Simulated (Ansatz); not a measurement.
Consider the atomization: `FC1=C(Cl)[SiH2]1` → 2 C• + Cl• + F• + 2 H• + Si•.

Isolated molecules relaxed with PBE0-D4/def2-TZVP in Ansatz; ΔE leaves out vibrations. CBS: MP2 limit from def2 TZ/QZ plus the TZ coupled-cluster correction, frozen cores. This one scheme is used for every species, atoms too. Functionals use def2-TZVPP. No spin–orbit coupling; open shells (•) take unrestricted orbitals. Spin–orbit coupling would lower the free atoms: a little for C, Cl, F, Si.

CCSD(T)/CBS gives +2507.1 kJ/mol.

Problem. Another level gave +2484.6 kJ/mol. Which?
A. BLYP/def2-TZVPP
B. CAM-B3LYP/def2-TZVPP
C. LDA (SPW92)/def2-TZVPP
D. PBE0/def2-TZVPP

Solution. A. BLYP 2484.6, PBE0 2536.8, LDA (SPW92) 3008.1, CAM-B3LYP 2496.6 kJ/mol.

Problem. What do rigid-rotor, harmonic-oscillator terms from PBE0-D4/def2-TZVP frequencies (298.15 K, 1 bar) make of the CCSD(T)/CBS value? (An estimate is asked.)

Solution. The calculation gave: ΔZPE = -82.6 kJ/mol, ΔH = +2451.3 kJ/mol, ΔS = 725 J/(mol·K), ΔG = +2235.1 kJ/mol. Open shells count their whole term as degenerate.

Largest T1 diagnostic among the species: 0.013.

From r2SCAN to r2SCAN0 (25 % exact exchange), in def2-TZVPP and without D4, ΔE moves by −70.4 kJ/mol: exact exchange takes away binding that semilocal exchange gives to molecules. Leaving LDA and LC-ωPBE aside and taking each functional with its dispersion term where it has one, the values, not all of them listed here, spread over 246.3 kJ/mol, from BHLYP-D4 to PBE-D4. LDA lies +390.7 kJ/mol from PBE without D4, its usual overbinding. In def2-TZVPP, CCSD(T) changes the Hartree–Fock value by +719.2 kJ/mol (the triples alone add +64.3 kJ/mol) and MP2 by +818.6 kJ/mol; breaking electron pairs costs correlation energy, which Hartree–Fock lacks.

For atomizations the MP2-based limit and the directly extrapolated one differ by several kJ/mol either way, and by 10 to 25 for some Ge, Se and Sn compounds, so smaller differences from it don't rank the levels.
